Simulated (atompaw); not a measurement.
**What one change does to a pseudopotential (cerium (Ce), PAW (atompaw))**

| Quantity | Value |
| --- | --- |
| Element | Ce (Z = 58) |
| Generator | atompaw 4.2.0.5 |
| Type | PAW |
| Functional | PBEsol |
| Relativity | scalar-relativistic |
| Frozen core | [Kr] 4d10 5s2 |
| Valence charge | 10 |
| Reference configuration | 4f1 5p6 5d1 6s0 6p0 (charge +2) |
| Partial waves | 6s (bound, empty): rc 3.00 bohr; 6s channel at 0.3 Ry: rc 3.00 bohr; 5p (bound): rc 2.55 bohr; 6p (bound, empty): rc 3.00 bohr; 5d (bound): rc 3.00 bohr; 5d channel at 0.65 Ry: rc 3.00 bohr; 4f (bound): rc 1.25 bohr; 4f channel at -0.8 Ry: rc 1.25 bohr |
| Local potential | bessel scheme, radius 2.80 bohr |
| Core correction | smooth core density matched at 2.90 bohr |
| Augmentation charge | besselshape compensation charge, radius 2.15 bohr; PAW radius 3.00 bohr; waves and projectors: custom rrkj vanderbiltortho |

Change: wave 6s channel at 0.3 Ry: rc 3.00 bohr becomes 6s channel at 6.7 Ry: rc 3.00 bohr.

Cutoffs: the cutoffs (Ry, on a coarse ladder) from which the occupation-weighted sum of valence levels, in a spherical-Bessel basis at the reference potential, stays within 10 and 1 mRy of its value at 400 Ry; they do not see the model core or the augmentation charge, which bear on the density cutoff.

Q: What does the change do?

A: The potential gets neither clearly harder nor softer (80 Ry and 120 Ry → 80 Ry and 120 Ry); the bound ghost in s disappears; the range in which the s phases agree narrows (upper end 2.9 → -0.6).

| quantity | base | changed |
| --- | --- | --- |
| cutoff, loose | 80 Ry | 80 Ry |
| cutoff, tight | 120 Ry | 120 Ry |
| bound ghosts | s | none |
| s: phases at 3.01 bohr within 0.05 rad from the reference energy up to (Ry; the scan ends near 5) | 2.9 | -0.6 |
| p: phases at 3.01 bohr within 0.05 rad from the reference energy up to (Ry; the scan ends near 5) | 3.0 | 3.0 |
| d: phases at 3.01 bohr within 0.05 rad from the reference energy up to (Ry; the scan ends near 5) | 1.8 | 1.8 |
| f: phases at 3.01 bohr within 0.05 rad from the reference energy up to (Ry; the scan ends near 5) | 3.2 | 3.2 |
| lowest overlap eigenvalue by channel | s 0.69, p 0.10, d 0.24, f 1.00 | s 0.02, p 0.10, d 0.24, f 1.00 |

 A true bound ghost makes a file unfit for plane-wave use even where its test errors are small: the radial tests pick states by their node count and pass the ghost by. The cutoffs see the waves, projectors and local potential, not the compensation charge or the core.
